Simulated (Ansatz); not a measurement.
Total energies of the cluster Sn₂Br₄ from Ansatz at PBE-D4/def2-SVP, gas phase (1 Eh = 27.2114 eV = 2625.5 kJ/mol). The reference geometry is relaxed at PBE0-D4/def2-SVP.

```
atom   x (Å)   y (Å)   z (Å)
 Sn1   1.317  -0.678   0.498
 Sn2  -2.146   0.684  -0.246
 Br3   0.195   1.909   0.555
 Br4  -2.149  -0.856   1.822
 Br5  -0.493  -1.034  -1.636
 Br6   3.276  -0.025  -0.993
```

```
                 state   geometry   energy (Eh)
      charge 0 singlet  reference  -10722.71937
      charge 1 doublet  reference  -10722.40246
     charge -1 doublet  reference  -10722.75374
free Sn atom (triplet)          –    -214.24400
free Br atom (doublet)          –   -2573.40726
```

In the def2 sets Sn takes a core potential; there is no spin–orbit coupling.

(1) Work out the vertical ionisation energy to the doublet.

(2) Work out the vertical electron affinity, to the doublet.

(3) Give the fundamental gap IE − EA, the Mulliken electronegativity (IE + EA)/2 and the hardness (IE − EA)/2.

(4) What is the binding energy per atom against free atoms?

(1) E(charge 1 doublet) − E(charge 0 singlet) = -10722.40246 − (-10722.71937) = 0.31691 Eh = 8.62 eV. For comparison, −ε of the highest occupied level is 6.37 eV at this level, 2.25 eV less.

(2) E(charge 0 singlet) − E(charge -1 doublet) = -10722.71937 − (-10722.75374) = 0.03437 Eh = 0.94 eV. The basis lacks diffuse functions, which makes affinities too small.

(3) From the values in Eh: IE − EA = 0.31691 − 0.03437 = 0.28254 Eh = 7.69 eV; (IE + EA)/2 = 4.78 eV; (IE − EA)/2 = 3.84 eV. The HOMO–LUMO gap of the same run is 3.39 eV, 4.30 eV smaller than the fundamental gap.

(4) Atoms: 2 × (-214.24400) + 4 × (-2573.40726) = -10722.11704 Eh. Binding: -10722.11704 − (-10722.71937) = 0.60233 Eh = 16.39 eV, or 2.73 eV for each of 6 atoms (no zero-point energy, no counterpoise term).

At PBE-D4/def2-SVP the highest occupied level of the charge -1 doublet lies above zero (up to 1.14 eV). By energy differences its removal costs 0.94 eV (vertical, to the charge 0 singlet, at PBE-D4/def2-SVP); self-interaction error and the lack of diffuse functions both raise the level.  

The structure comes from a short search, and lower isomers may exist.
